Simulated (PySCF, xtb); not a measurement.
Dimer: CHN (SMILES C#N) (first 3 atoms) with CH2O2 (SMILES O=CO); geometry from B3LYP-D3(BJ)/def2-TZVP, rigid monomers moved along the line of their centres of mass till N2···H8 is 3.42 Å.
(charge 0, multiplicity 1):
```csv
atom,x (Å),y (Å),z (Å)
C,0.2913,0.1946,-0.1467
N,-0.2525,-0.2945,0.7320
H,0.8014,0.6532,-0.9642
O,0.9634,0.6209,5.3404
C,0.1208,-0.1107,5.7850
O,-0.7459,-0.8317,5.0733
H,-0.0442,-0.2812,6.8583
H,-0.5922,-0.6743,4.1158
```

Monomers are frozen at their geometry in the pair; levels with a basis set take the counterpoise correction. Rows marked so take none.

Rows in 6-31G* carry no dispersion term and start afresh at each structure (6-31G* with six Cartesian d functions).

Codes used: PySCF for 6-31G* rows; xtb for the GFN methods. Each number belongs to the level named beside it.

One of these levels gives -8.3 kJ/mol for the interaction energy. Which?
(A) HF/6-31G* (no counterpoise)
(B) GFN1-xTB
(C) GFN-FF

A, HF/6-31G* (no counterpoise). The others give -6.9 (GFN-FF), -3.9 (GFN1-xTB)
